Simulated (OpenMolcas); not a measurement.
F II: effect of the IPEA shift

* Program: OpenMolcas 26.06
* Basis: ANO-RCC-VQZP [5s4p3d2f1g]
* Scalar Hamiltonian: DKH2, point nucleus
* Active space: 4 electrons in 3 orbitals (2p)
* State averaging: 2S+1 = 3 even, 3 roots; 2S+1 = 1 even, 6 roots
* Spin-orbit coupling: state interaction with AMFI integrals over the reference wave functions, term energies averaged over their components

Methods on the same reference wave functions:
A. CASSCF
B. SS-CASPT2, IPEA 0 Eh, imaginary shift 0.1 Eh (closed shells correlated: 1s 2s)
C. SS-CASPT2, IPEA 0.25 Eh, imaginary shift 0.1 Eh (closed shells correlated: 1s 2s)

Energies in eV above 2s² 2p⁴ ³P₂, the measured ground level; measured values from NIST Handbook of Basic Atomic Spectroscopic Data.

```
      Level       A       B       C  Measured
2s² 2p⁴ ³P₂  0.0000  0.0000  0.0000    0.0000
2s² 2p⁴ ³P₁  0.0396  0.0396  0.0397    0.0423
2s² 2p⁴ ³P₀  0.0589  0.0588  0.0588    0.0607
2s² 2p⁴ ¹D₂  2.8269   2.604   2.580    2.5880
2s² 2p⁴ ¹S₀  7.0065   5.776   5.807    5.5691
```

Deviations, from unrounded energies. A percentage is the sum of absolute deviations over the sum of measured energies, with the sign that they share, or ± where signs differ.

| Against measurement | Levels | A | B | C |
| --- | --- | --- | --- | --- |
| mean absolute deviation (cm-1) | 4 | 3400 | 460 | 500 |
| fine structure of the ground term (%) | 2 | -4.4 | -4.4 | -4.4 |
| other terms of the ground configuration (%) | 2 | +20.6 | +2.7 | ±3.0 |

B lies closest to measurement on these levels and A furthest from it. The largest miss of B in the table is 2s² 2p⁴ ¹S₀, by +1700 cm-1. The ranking rests on the paired levels alone, and a cruder setting can come out closer through cancelling errors.

Between B and C the level of the table that moves most is 2s² 2p⁴ ¹S₀, by 250 cm-1 (lowest in B, highest in C). Moves below CASPT2's spread within the term are not significant.

The mean deviations of B to C differ by less than CASPT2's widest spread within a term (48 cm-1), so their order carries little weight.

From A to B the spin-free energies of the other terms of 2s² 2p⁴ shown, above ³P, scale by factors of 0.82 to 0.92.

The lowest spin-free term lies below A's lowest term by 0.187 hartree in B, 0.183 hartree in C.

CASPT2 does not keep the components of a term degenerate, so their means are used; among the terms shown or strongly mixed into the levels shown the widest spread is 48 cm-1 (2s² 2p⁴ ¹D, C). With the s shell closed, the reference lacks s² → p² mixing. Without dynamic correlation excited terms often stand tens of per cent too high (terms of higher spin than the ground term too low), and those without a measured partner can miss by more than the paired ones (holds for A). Computed and measured levels are paired by configuration, term and J; levels that our copy of the source lacks, or whose pairing is in doubt (as where it misses far off the trend of its configuration), stay unpaired and out of the deviations. Levels of configurations outside the active space are missing.
